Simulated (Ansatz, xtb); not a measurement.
# Two isomers of C5H6F2Se

Structure X: `FC(F)C1=CCC[Se]1`, a singlet. Structure Y: `FC1=C[Se]CC[C@@H]1F`, a singlet. Both are isolated molecules in the gas phase, relaxed with r2SCAN-D4/def2-SVP; each stands in its lowest conformer found.

Problem. Estimate which is lower in electronic energy at CCSD(T)/def2-SVP + ΔMP2/def2-TZVPP, and by roughly how much.

Solution. The CCSD(T)/def2-SVP + ΔMP2/def2-TZVPP calculation puts structure X lower, by 18.6 kJ/mol.

The same difference at several levels:

| level | geometry | E(Y) − E(X) (kJ/mol) | departure from the last row (kJ/mol) | job, with rough time for the two |
| --- | --- | --- | --- | --- |
| GFN2-xTB | GFN2-xTB | −3.3 | −21.9 | optimisation, 0.27 s |
| HF/STO-3G | GFN2-xTB | −5.5 | −24.1 | single point, 0.78 s |
| r2SCAN-D4/def2-SVP//GFN2-xTB | GFN2-xTB | +9.5 | −9.1 | single point, 3.5 s |
| r2SCAN-D4/def2-SVP | r2SCAN-D4/def2-SVP | +12.2 | −6.5 | optimisation, 34 s |
| HF/def2-SVP | r2SCAN-D4/def2-SVP | +26.8 | +8.1 | part of the CCSD(T) run |
| MP2/def2-SVP | r2SCAN-D4/def2-SVP | +25.1 | +6.5 | part of the CCSD(T) run |
| CCSD(T)/def2-SVP | r2SCAN-D4/def2-SVP | +21.9 | +3.3 | single point |
| CCSD(T)/def2-SVP + ΔMP2/def2-TZVPP | r2SCAN-D4/def2-SVP | +18.6 |  | single point, 1.9 min |

As drawn, both hold the same kinds of bond in the same numbers. Structure X has a 5-membered ring, Y a 6-membered ring.

GFN2-xTB, HF/STO-3G put the two in the other order. The largest departure from CCSD(T)/def2-SVP + ΔMP2/def2-TZVPP is that of HF/STO-3G, 24.1 kJ/mol. The last row adds to CCSD(T) the change of the MP2 difference between the two basis sets, here −3.3 kJ/mol.

With thermal terms from frequencies at re-optimised GFN2-xTB minima (ideal gas, soft modes damped towards free rotors, one conformer each, 298.15 K, 1 atm): the zero-point term adds +1.5 kJ/mol; ΔH is +18.9 and ΔG +23.5 kJ/mol.

The correlated steps freeze 16 core orbitals; the filled d shell of Se is correlated, in a basis made for valence electrons. Mirror images aren't counted in ΔG. Codes used: Ansatz 0.2.0, xtb 6.7.1; the last row on 4 threads of Intel(R) Xeon(R) Platinum 8488C (Sapphire Rapids) on a shared host.
